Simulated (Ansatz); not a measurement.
Isolated molecules relaxed with PBE0-D4/def2-TZVP in Ansatz; ΔE leaves out vibrations. CCSD(T)/CBS is the MP2 limit (def2-TZVPP, def2-QZVPP) plus CCSD(T) − MP2 in def2-TZVPP, frozen cores. Functionals use def2-TZVPP. For Ge, Se outer-core shells are correlated without core-valence functions, which leaves a few kJ/mol of doubt a bond. Scalar relativity is left out up to krypton. One conformer a species, not always the lowest.

Reaction (substitution at a C–Ge bond): `[CH3][GeH]([NH2])[F]` + `NC[SeH]` → `C[Se]CN` + `[NH2][GeH2][F]`

```tsv
level	ΔE (kcal/mol)
r2SCAN-D4	6.3
B2PLYP	6.6
PBE	5.7
r2SCAN	6.4
```

(1) What does CCSD(T)/CBS give? (Best estimate.)

Largest T1 diagnostic among the species: 0.011.

## Answers

(1) Ansatz gave: +7.6 kcal/mol. The listed levels differ from it by -1.3, -1.0, -1.9, -1.2 kcal/mol.

From PBE to PBE0 (25 % exact exchange), in def2-TZVPP and without D4, ΔE moves by +1.0 kcal/mol.
